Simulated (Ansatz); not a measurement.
`CC(=O)C(C)C(C)=O` + H–F → `CC(=O)F` + `CCC(C)=O`  (substitution at a C–C bond)

Calculated with Ansatz (gas phase, PBE0-D4/def2-TZVP geometries, no zero-point term in ΔE). CBS: MP2 limit from def2 TZ/QZ plus the TZ coupled-cluster correction, frozen cores. This one scheme is used for every species. Functionals use def2-TZVPP. B3LYP here is the variant with VWN-RPA as its local correlation; programs differ in this. One conformer a species, not always the lowest.

`CC(=O)C(C)C(C)=O`:

```xyz
18

C     0.977    2.131    0.663
C     0.237    0.855    0.925
O    -0.605    0.745    1.780
C     0.587   -0.319    0.007
C     0.398   -1.653    0.705
C    -0.281   -0.127   -1.239
C    -1.665   -0.705   -1.208
O     0.135    0.506   -2.178
H     0.525    2.953    1.215
H     0.997    2.343   -0.409
H     2.018    2.008    0.979
H     1.615   -0.186   -0.339
H     0.558   -2.485    0.015
H     1.115   -1.753    1.523
H    -0.599   -1.734    1.136
H    -1.614   -1.798   -1.228
H    -2.228   -0.353   -2.069
H    -2.169   -0.430   -0.278
```

H–F:

Z-matrix (Å, degrees):
```
F
H 1 0.920
```

`CC(=O)F`:

Z-matrix (Å, degrees):
```
C
C 1 1.488
H 1 1.087 2 110.0
H 1 1.092 2 109.5 3 121.6
H 1 1.092 2 109.2 3 -121.1
O 2 1.179 1 129.3 3 2.0
F 2 1.351 1 110.5 3 -178.2
```

`CCC(C)=O`:

Z-matrix (Å, degrees):
```
C
C 1 1.513
H 1 1.092 2 110.8
H 1 1.091 2 110.9 3 120.5
H 1 1.091 2 110.9 3 -120.6
C 2 1.511 1 113.8 3 179.9
H 2 1.097 1 111.4 3 58.3
H 2 1.097 1 111.4 3 -58.3
O 6 1.206 2 122.0 1 -1.0
C 6 1.506 2 116.3 1 178.9
H 10 1.088 6 110.1 2 178.1
H 10 1.094 6 110.1 2 -60.9
H 10 1.094 6 110.4 2 56.7
```

CCSD(T)/CBS gives -3.3 kcal/mol.

**Question.** Another level gave -11.5 kcal/mol. Which?
A. B3LYP/def2-TZVPP
B. r2SCAN-D4/def2-TZVPP
C. ωB97M-V/def2-TZVPP
D. CCSD(T)/def2-TZVPP

**Answer.** A. B3LYP -11.5, r2SCAN-D4 -8.0, CCSD(T)/def2-TZVPP -4.4, ωB97M-V -7.0 kcal/mol.

Largest T1 diagnostic among the species: 0.014.

In def2-TZVPP, CCSD(T) changes the Hartree–Fock value by +8.7 kcal/mol (the triples alone add +1.1 kcal/mol) and MP2 by +10.5 kcal/mol. From PBE to PBE0 (25 % exact exchange), in def2-TZVPP and without D4, ΔE moves by +0.8 kcal/mol.
